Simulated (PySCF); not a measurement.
## Atomic charges by several schemes

Species: C6H15O2P.
Geometry (GFN2-xTB, Å), atoms numbered from 1 in this order:
```
atom  x, y, z in Å
C1     3.3014    0.5980   -0.0110
C2     1.9358    0.1829   -0.5333
P3     0.8680   -0.2703    0.8976
O4     0.7906    0.7433    1.9592
O5     1.5547   -1.6238    1.4641
C6    -0.7129   -0.9259    0.2238
C7    -1.4930    0.0727   -0.6267
C8    -2.6806   -0.6233   -1.2908
C9    -1.9637    1.2461    0.2255
H10    3.8012   -0.2490    0.4556
H11    3.9303    0.9733   -0.8162
H12    3.1841    1.3812    0.7357
H13    2.0101   -0.6669   -1.2107
H14    1.4605    1.0132   -1.0558
H15    1.7906   -1.4557    2.3783
H16   -1.3071   -1.2333    1.0886
H17   -0.4662   -1.8180   -0.3540
H18   -0.8331    0.4538   -1.4147
H19   -3.3430   -1.0409   -0.5355
H20   -3.2480    0.0850   -1.8901
H21   -2.3450   -1.4299   -1.9395
H22   -2.4396    2.0027   -0.3945
H23   -1.1242    1.6970    0.7463
H24   -2.6829    0.9076    0.9685
```

Density: PBE0/pcSseg-1 (PySCF); schemes: Mulliken, IAO, Hirshfeld and ESP-fitted. Geometry: GFN2-xTB, one conformer, isolated molecule.

**Question.** Do the Mulliken, IAO, Hirshfeld and ESP-fitted schemes agree on where the charge is lowest?

**Answer.** The schemes don't all agree: Mulliken O4 (-0.615); IAO O4 (-0.922); Hirshfeld O4 (-0.394); ESP-fitted C6 (-0.884).

**Question.** At which atom do the 4 schemes differ most?

**Answer.** At P3: from +0.487 (Hirshfeld) to +1.683 e (IAO), 1.196 e apart.

**Question.** For which atoms does the sign change between the 4 schemes (beyond +0.03 e in one, beyond −0.03 e in another)?

**Answer.** C7 and H18. Atomic charges aren't observables, and each scheme defines them in its own way.

**Question.** What partial charge does each atom carry?

**Answer.** In e:

```
atom                     environment  Mulliken     IAO  Hirshfeld  ESP-fitted
  C1                   methyl carbon    -0.281  -0.419     -0.117      -0.311
  C2  sp3 carbon bound to phosphorus    -0.509  -0.518     -0.112      -0.114
  P3           phosphoryl phosphorus    +1.100  +1.683     +0.487      +1.076
  O4               phosphoryl oxygen    -0.615  -0.922     -0.394      -0.678
  O5                 hydroxyl oxygen    -0.521  -0.778     -0.249      -0.660
  C6  sp3 carbon bound to phosphorus    -0.410  -0.519     -0.114      -0.884
  C7                   sp3 CH carbon    -0.431  -0.086     -0.017      +0.623
  C8                   methyl carbon    -0.194  -0.415     -0.117      -0.567
  C9                   methyl carbon    -0.213  -0.426     -0.123      -0.465
 H10                 methyl hydrogen    +0.120  +0.145     +0.038      +0.084
 H11                 methyl hydrogen    +0.125  +0.147     +0.045      +0.097
 H12                 methyl hydrogen    +0.138  +0.156     +0.042      +0.091
 H13              methylene hydrogen    +0.152  +0.154     +0.046      +0.068
 H14              methylene hydrogen    +0.164  +0.154     +0.049      +0.073
 H15               hydroxyl hydrogen    +0.250  +0.377     +0.179      +0.429
 H16              methylene hydrogen    +0.153  +0.155     +0.049      +0.244
 H17              methylene hydrogen    +0.152  +0.153     +0.045      +0.235
 H18                methine hydrogen    +0.130  +0.121     +0.033      -0.082
 H19                 methyl hydrogen    +0.106  +0.136     +0.040      +0.142
 H20                 methyl hydrogen    +0.116  +0.140     +0.042      +0.132
 H21                 methyl hydrogen    +0.110  +0.136     +0.039      +0.128
 H22                 methyl hydrogen    +0.109  +0.136     +0.039      +0.097
 H23                 methyl hydrogen    +0.146  +0.155     +0.032      +0.121
 H24                 methyl hydrogen    +0.104  +0.135     +0.040      +0.119
```

Mean size of the charges over all atoms: IAO 0.340 e, ESP-fitted 0.313 e, Mulliken 0.264 e, Hirshfeld 0.104 e. Each set sums to the total charge, 0, to within 0.001 e. The Mulliken scheme gives each basis function's population to the atom it is centred on and halves the overlap population of two atoms between them. The ESP scheme fits charges at the nuclei, held to the total charge, to the electrostatic potential on points at 1.4 to 2.0 times the van der Waals radii.

**Question.** How many electrons does the IAO scheme count on C8?

**Answer.** Z − q = 6 − (-0.415) = 6.415.

**Question.** How closely do the schemes follow one another over all atoms?

**Answer.** Correlation coefficient and root-mean-square difference: IAO with Hirshfeld 0.98, 0.341 e; Mulliken with IAO 0.97, 0.179 e; Mulliken with Hirshfeld 0.94, 0.212 e; IAO with ESP-fitted 0.87, 0.238 e; Hirshfeld with ESP-fitted 0.86, 0.300 e; Mulliken with ESP-fitted 0.76, 0.276 e.

**Question.** Sum the charges by element, for elements with more than one atom.

**Answer.** 
```csv
element,atoms,Mulliken,IAO,Hirshfeld,ESP-fitted
C,6,-2.038,-2.383,-0.600,-1.718
O,2,-1.135,-1.700,-0.642,-1.338
H,15,+2.073,+2.400,+0.756,+1.980
```

The run behind these numbers computed NMR shieldings as well. Rough CPU time on one thread of a shared machine: about 2.6 min.
